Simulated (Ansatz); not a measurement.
Species: BClF$_{2}$, SMILES `FB(F)Cl` (charge 0, multiplicity 1).

Question: Give a relaxed geometry from Ansatz (a first-principles code) with PBE0-D3(BJ)/def2-TZVP.

Answer: the end point of this relaxation (outside a Z-matrix the atoms follow the SMILES, hydrogens last).
Bond lengths (Å): F1–B2 1.310, B2–F3 1.310, B2–Cl4 1.740. Angles (°): F1–B2–F3 119.0, F1–B2–Cl4 120.5, F3–B2–Cl4 120.5.
